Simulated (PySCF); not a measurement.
ClH2NSe. Atoms are numbered in the order given.

```xyz
5

Se     0.4512    -0.4477     0.0000
Cl    -0.2902     1.6641     0.0000
N     -1.0324    -1.4615     0.0000
H     -1.5903    -1.4199     0.8415
H     -1.5903    -1.4199    -0.8415
```

Geometry optimised at B3LYP-D3(BJ)/def2-TZVP. The values are those of a single conformer.

Vertical ionisation energy (IE) and electron affinity (EA) in eV. Rows of orbital energies are one-electron estimates. Where ΔSCF, EOM or ADC give a negative EA the extra electron is unbound and the value depends on the basis.

```json
[
 {"level": "−ε(HOMO), −ε(LUMO), PBE0/def2-TZVPD (PySCF)", "IE": "6.83", "EA": "2.03"},
 {"level": "ADC(2)/aug-cc-pVDZ (PySCF)", "IE": "8.67", "EA": "0.01"}
]
```

### Question
Beyond the first one, list the lowest photoelectron lines from PySCF with ADC(2)/aug-cc-pVDZ with their pole strengths (two spins summed). (An estimate is asked for; the answer gives what the named calculation found.)

### Answer
9.92 eV (1.73), 10.81 eV (1.76), 11.32 eV (1.75), 12.71 eV (1.77), 14.69 eV (1.73).
